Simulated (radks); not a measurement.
Numerical settings for neutral holmium, [Xe] 4f11 6s2. All-electron calculation, scalar-relativistic Kohn-Sham, PBEsol, spin-polarised, spherical densities, point nucleus; open shells are filled with parallel spins first (spin-orbit coupling, left out, can overturn this in heavy ions). Program: a radial shooting solver on a logarithmic mesh with Libxc functionals. The defaults (mesh step 0.008 in ln r, mesh end at 40 bohr or more with all orbitals vanishing there, Anderson mixing 0.5 over 9 steps, residual threshold near 1e-9 with the energy settled to 1e-9 hartree or 1e-11 of itself, here a cap of 97 iterations) give E = -12612.3084 hartree and 4f at -1.983 eV in 16 iterations. Run on one thread of a shared host, so times are rough (Arm Neoverse V2): 0.32 s of CPU time, 0.32 s wall, 16 iterations on 2728 mesh points. Changes against that run (0 stands for a change within the tolerance of the run):

setting,iterations,converged,E (mhartree),e(4f) (meV),CPU (s)
mesh step in ln r 0.2,4,no,diverged,-,0.01
mesh step in ln r 0.012,16,yes,0,0,0.21
mesh step in ln r 0.003,16,yes,0,0,0.8
mesh end (bohr) 8,17,yes,+15.5,+617,0.33
mesh end (bohr) 1,14,level above zero,+3.29e+05,+3.94e+05,0.24
residual threshold 1e-16,97,no,0,0,0.83
residual threshold 0.001,10,yes,+0.000519,-7.46,0.24
mixing 1.5,33,yes,0,0,0.73
"linear mixing, mixing 1",97,no,+2.19e+05,-1.16e+06,7
"linear mixing, mixing 0.05",97,no,+0.0396,-17.6,1.8
mixing history 20,24,yes,0,0,0.45
iteration cap 2,2,no,+385,-1.4e+04,0.07

Settled on a wrong energy, with an occupied level pushed above zero by the early mesh end: mesh end (bohr) 1 (+329 hartree). Apart from these: settings that end as converged yet miss the energy by more than 1 mhartree: mesh end (bohr) 8 (+0.0155 hartree). A mesh that ends early acts as a hard wall.
